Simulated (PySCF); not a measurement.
**Finite-field polarisability of As (arsenic, neutral)**

[Ar] 3d10 4s2 4p3, high-spin 4S determinant. All numbers are calculated (PySCF 2.14, a scalar-relativistic core potential, in aug-cc-pVTZ-PP with ECP10MDF). Frozen: 3s2 3p6 3d10. Energy changes in a uniform field (μhartree):

| axis | F (au) | HF | MP2 | CCSD | CCSD(T) |
| --- | --- | --- | --- | --- | --- |
| x | 0.0026 | -102.471 | -102.191 | -102.251 | -102.517 |
| x | 0.0052 | -410.185 | -409.068 | -409.313 | -410.378 |

(1) Derive α along x at CCSD(T) from the two fields.

(2) And the mean polarisability at each level?

## Answers

(1) With ΔE = −αF²/2 − γF⁴/24, α = −(16 ΔE(F) − ΔE(2F))/(6F²) = 30.32 bohr³.

(2) HF 30.31, MP2 30.23, CCSD 30.24, CCSD(T) 30.32 bohr³. Reference: 30 ± 1 bohr³ (recommended; Schwerdtfeger and Nagle, table of static dipole polarizabilities (2023 update)).
